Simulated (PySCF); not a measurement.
Species: C₅H₁₄N₂ (charge +1 and doublet state).
Numbering: `[CH3:1][CH2:2][CH:3]([CH2:4][NH2:5])[CH2:6][NH2+:7]` (hydrogens: H8, H9, H10 on C1; H11, H12 on C2; H13 on C3; H14, H15 on C4; H16, H17 on N5; H18, H19 on C6; H20, H21 on N7)

Structure used (GFN2-xTB), in Å, numbered top down from 1:
```
atom  x, y, z in Å
C1     2.2552   -0.3742   -0.0065
C2     1.2032    0.1560   -0.9718
C3    -0.2523    0.0235   -0.5163
C4    -0.5873    0.9708    0.6733
N5    -0.7689    2.2955    0.3173
C6    -0.6588   -1.3726   -0.0286
N7    -1.9894   -1.2901    0.5137
H8     2.1979    0.1031    0.9678
H9     2.1737   -1.4494    0.1228
H10    3.2413   -0.1667   -0.4128
H11    1.2988   -0.3813   -1.9188
H12    1.4057    1.2073   -1.1845
H13   -0.9009    0.3056   -1.3525
H14   -1.5441    0.4714    1.0308
H15    0.1427    0.8875    1.4792
H16   -1.3352    2.5360   -0.4801
H17   -0.3644    3.0475    0.8480
H18    0.0160   -1.7057    0.7607
H19   -0.5921   -2.0792   -0.8662
H20   -2.7231   -1.1725   -0.1741
H21   -2.2267   -1.9956    1.1982
```

The hyperfine couplings belong to this conformer and change with its torsions.

The calculation used UKS B3LYP, pcH-1 on C H N, non-relativistic, mean-field spin-orbit, GIAO in PySCF 2.14.0. Geometry: GFN2-xTB, one conformer, isolated ion. A GFN2-xTB geometry isn't a minimum of the functional, and hyperfine couplings can be far from their values at a DFT geometry, by a factor of two or more for some ions and for spin on atoms past the first row. Stability of the SCF solution: not tested.

Give the principal g shifts and their parts.

| Δg (ppm) | 1 | 2 | 3 |
| --- | --- | --- | --- |
| relativistic mass correction | -227 | -227 | -227 |
| gauge correction | 30 | 28 | 34 |
| orbital Zeeman/spin–orbit | 404 | 1254 | 3193 |
| total | 207 | 1055 | 3001 |

So g = 2.00253, 2.00337, 2.00532 and g_iso = 2.00374; the tensor is rhombic: the two nearest values differ by 30 % of g3 − g1. Axes: g3 points within 2° of the N5–H16 bond.

What are the electron Larmor frequencies g μB B/h along the three axes at 3350 mT?

93.8933, 93.9331, 94.0243 GHz for g1, g2 and g3, a range of 131.0 MHz.

Average each term over the three axes. Which is largest in size?

The orbital-Zeeman/spin–orbit term 1617, the mass correction -227 and the gauge correction 31 ppm, for a total of 1421 ppm. The orbital-Zeeman/spin–orbit term is the largest in size. The mass correction is the same along every axis, so the anisotropy comes from the other two: their spans along these axes are 6 (gauge) and 2790 ppm (orbital Zeeman/spin–orbit).

At 9.44 GHz, how far is the centre of the isotropic spectrum from where a free electron (g = 2.002319) resonates?

B = hν/(g μB) with μB/h = 13.99624 MHz/mT gives 336.84 mT for the free electron and 336.60 mT at g_iso, 0.24 mT lower.

In a frozen sample, at which fields do the three g values resonate at 9.5, 34, 94 and 263 GHz (hyperfine left aside), and which band first spreads them over more than twice a line width of 1.0 mT?

| band | GHz | B(g3) mT | B(g2) mT | B(g1) mT | spread mT |
| --- | --- | --- | --- | --- | --- |
| X | 9.5 | 338.48 | 338.81 | 338.95 | 0.47 |
| Q | 34.0 | 1211.39 | 1212.57 | 1213.08 | 1.69 |
| W | 94.0 | 3349.13 | 3352.39 | 3353.81 | 4.67 |
| J | 263.0 | 9370.45 | 9379.55 | 9383.52 | 13.07 |

The spread grows in proportion to the frequency. W band is the first where it exceeds 2.0 mT.

The largest Mulliken spin populations are on N5 (+0.51), N7 (+0.30), C3 (+0.07) and C4 (+0.07). The angles at N5 add up to 360.0°, so it is planar.

The HOMO–LUMO gaps are 8.20 eV among the α and 2.74 eV among the β orbitals.

On one thread, Arm Neoverse V2 (aarch64), on a shared host, this took 94 s (with the writing of density and orbital grids) and 0.98 GiB of memory at its peak.

The SMILES draws the unpaired electron on N7; the largest computed Mulliken spin population is on N5 (0.51 against 0.30).
